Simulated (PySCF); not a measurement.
## Vertical excitation energies

C₄H₅F₃GeOSi.
Bonds: O1–C2 (double), C2–Si3, Si3–C4, C4–C5 (triple), C5–Ge6, C2–C7, C7–F8, C7–F9, C7–F10. Hydrogens: H11, H12 on Si3; H13, H14, H15 on Ge6.

Computed with PySCF 2.14.0, density-fitted response routines, TDDFT CAM-B3LYP/def2-SVPD, vertical, gas phase, core orbitals frozen in the response. Geometry: PBE0-D3(BJ)/def2-SVP, one conformer, isolated molecule. Relativistic effects, spin–orbit coupling among them, are left out although an element past zinc is present. Torsions of this conformer, `[O:1]=[C:2]([SiH2:3][C:4]#[C:5][GeH3:6])[C:7]([F:8])([F:9])[F:10]`: O1–C2–Si3–C4 -160°, O1–C2–C7–F8 116°.

Task: What does the calculation give for the low-lying excited states?

Result: 

| state | E (eV) | E (hartree) | f | main configurations (H = HOMO, L = LUMO) |
| --- | --- | --- | --- | --- |
| S1 | 3.46 | 0.1272 | 0.0010 | H→L (80%), H-2→L (16%) |
| S2 | 5.50 | 0.2019 | 0.0001 | H-1→L+1 (54%), H→L+2 (13%), H-2→L+2 (12%) |
| S3 | 5.71 | 0.2100 | 0.0032 | H-1→L+2 (25%), H→L+1 (23%), H-1→L (20%) |
| S4 | 5.74 | 0.2108 | 0.0032 | H-1→L+1 (30%), H→L+2 (22%), H-2→L+2 (17%) |
| S5 | 6.24 | 0.2293 | 0.034 | H-1→L (70%), H-1→L+2 (8%) |
| S6 | 6.45 | 0.2369 | 0.0004 | H-2→L (59%), H→L+2 (13%), H→L (11%) |
| S7 | 7.06 | 0.2596 | 0.292 | H→L+1 (54%), H-2→L+1 (20%), H-1→L+2 (11%) |
| S8 | 7.30 | 0.2684 | 0.0017 | H-2→L+2 (38%), H→L+2 (31%), H→L+6 (12%) |
| S9 | 7.42 | 0.2725 | 0.015 | H→L+3 (51%), H→L+4 (12%), H→L+6 (9%) |
| S10 | 7.63 | 0.2802 | 0.0006 | H-1→L+3 (74%) |

Triplets, Tamm–Dancoff:

```csv
state,E (eV),λ (nm),"main configurations (H = HOMO, L = LUMO)"
T1,2.78,445.8,"H→L (78%), H-2→L (17%)"
T2,4.55,272.3,"H-1→L+2 (31%), H-2→L+1 (24%), H→L+1 (22%)"
T3,4.97,249.5,"H-1→L+2 (30%), H-2→L+1 (15%), H→L+1 (14%)"
T4,4.98,249.0,"H-1→L+1 (40%), H-2→L+2 (12%), H-1→L+2 (12%)"
```

The lowest singlet comes at 358 nm (334 kJ/mol) in the ultraviolet; it is very weak; its leading configuration is HOMO→LUMO (80%). The most intense listed level is S7 at 7.06 eV (175 nm, f = 0.292), 3.60 eV above S1. Löwdin shares by element: HOMO carbon 38% or more, oxygen 34% (atoms not listed hold the other 27%); LUMO carbon 42% or more, oxygen 33%, silicon 10% (atoms not listed hold the other 15%). Orbital energies (eV): HOMO-3 -11.76, HOMO-2 -10.19, HOMO-1 -9.78, HOMO -9.27, LUMO -1.18, LUMO+1 0.07, LUMO+2 0.33. Weighted by f, the mean energy of these states is 6.97 eV. Of the 10 states listed, 3 reach f = 0.01 and 2 stay under 0.0005. No computed singlet lies in the visible range (380 to 750 nm); the lowest, at 358 nm, stands 0.20 eV above its violet end (3.26 eV); a Tamm–Dancoff triplet lies at 446 nm, without intensity as long as spin–orbit coupling is left out. All these states lie below the vertical ionisation energy of 9.98 eV (ΔSCF). The window holds the lowest 10 singlets.
